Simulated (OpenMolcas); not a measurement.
**Mn3+: moving or changing the point charges**

Mn3+ among 6 point charges of -2 e arranged as a tetragonal octahedron (D4h), 1.82 Å from the ion, with the axial distance 2.166 Å.
```
   1.8200    0.0000    0.0000  -2.00
   0.0000    1.8200    0.0000  -2.00
  -1.8200    0.0000    0.0000  -2.00
   0.0000   -1.8200    0.0000  -2.00
   0.0000    0.0000    2.1658  -2.00
   0.0000    0.0000   -2.1658  -2.00
```

```json
{
  "Program": "OpenMolcas 26.06",
  "Method": "SS-CASPT2, IPEA 0.25 Eh, imaginary shift 0.1 Eh (closed shells correlated: 3s 3p)",
  "Basis": "ANO-RCC-VDZP [5s4p2d1f]",
  "Scalar Hamiltonian": "DKH2, point nucleus",
  "Active space": "4 electrons in 5 orbitals (3d)",
  "State averaging": "2S+1 = 5 even, 5 roots; 2S+1 = 3 even, 45 roots; 2S+1 = 1 even, 50 roots",
  "Spin-orbit coupling": "RASSI with atomic mean-field integrals over the reference wave functions"
}
```

Runs around this geometry, states (labels of D4, the rotations of D4h). Energies in cm-1 above the lowest state or level, χT in cm3 K/mol.

```csv
R (Å),q (e),Axial / equatorial distance,Ground state,First state of that spin,First gap with spin-orbit (degeneracies),χT at 300 K,First state of another spin
1.82,-2,1.09,5B1,5A1 4080,"0 (1, 1)",2.874,3E 20840
1.82,-1.6,1.19,5B1,5B2 4800,"0 (1, 1)",2.844,3E 22590
1.73,-2,1.19,5B1,5B2 7470,"19 (2, 2)",2.902,3E 21540
1.82,-2,1.19,5B1,5B2 5940,"0 (1, 1)",2.876,3E 22180
1.98,-2,1.19,5B1,5B2 4040,"0 (1, 1)",2.816,3E 22930
```

Taking the first state of the same spin as R^-n, n = -ln(4040 / 7470) / ln(1.98 / 1.73) = 4.6 between the shortest and longest distance.

Scaling the charges by -1.6 / -2 = 0.80 scales the first state of the same spin by 4800 / 5940 = 0.81; with fixed orbitals a first-order splitting would follow the charge.

Free-ion shares, where given, are those of the reference states; single-state CASPT2 does not remix them. Point charges carry no covalency, so the field is a model and not that of real ligands. No measured value stands beside these numbers.
